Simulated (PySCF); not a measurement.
BrIZn. Atoms are numbered in the order given.

```xyz
3

Zn     0.0000     0.0000    -0.4275
Br     0.0000     0.0000    -2.6746
I      0.0000     0.0000     2.0082
```
Charge 0, spin multiplicity 1.

Coordinates come from a B3LYP-D3(BJ)/def2-SVP optimisation. The def2 effective core potentials stand for the cores of I; spin–orbit coupling is left out.

These are PBE0/def2-TZVPD (PySCF) values and carry that method's errors.

- total energy: -4650.84933 hartree
- point group: C∞v
- highest occupied level: -8.03 eV
- lowest empty level: -2.00 eV
- orbital gap: 6.03 eV
- dipole moment: 0.57 D
- quadrupole, principal values (traceless, Buckingham form, about the centre of nuclear charge): -5.86, 2.93, 2.93 D·Å
- mean static polarisability: 83.9 bohr³ (12.44 Å³)
- polarisability, principal values: 65.2, 65.2, 121.4 bohr³
